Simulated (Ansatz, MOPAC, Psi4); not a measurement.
Pair of molecules: H2O (SMILES O) (first 3 atoms) with Si2H6 (SMILES [SiH3][SiH3]); geometry from B3LYP-D3(BJ)/def2-TZVP, rigid monomers moved along the line of their centres of mass till O1···Si5 is 2.85 Å.
(charge 0, multiplicity 1):
```xyz
11

O      0.5559     0.4866     1.3738
H      1.0048    -0.3071     1.0631
H     -0.2550     0.5437     0.8567
Si    -0.7639    -0.9700     3.4650
Si     0.3980     0.9421     4.1783
H     -1.8305    -0.6206     2.4933
H     -1.4149    -1.6642     4.6061
H      0.1492    -1.9448     2.8171
H     -0.1512     2.1600     3.5402
H      1.8417     0.8249     3.8720
H      0.2556     1.0954     5.6501
```

Interaction energies are E(AB) − E(A) − E(B) at the monomers' geometry in the complex; basis-set methods are counterpoise corrected.

Cores are frozen in the correlated methods. The state reached by AM1 isn't checked.

The values were computed with Ansatz (Gaussian orbitals); MOPAC for AM1 (differences of heats of formation); Psi4 for SAPT. 

Task: What is the computed interaction energy (r2SCAN/def2-TZVPPD)?

Result: -84 meV

Task: Estimate the interaction energy that SAPT0/jun-cc-pV(D+d)Z returns for this input.

Result: -65 meV

Task: Give the interaction energy at the level AM1.

Result: 343 meV

Ansatz is a quantum-chemistry and plane-wave program.
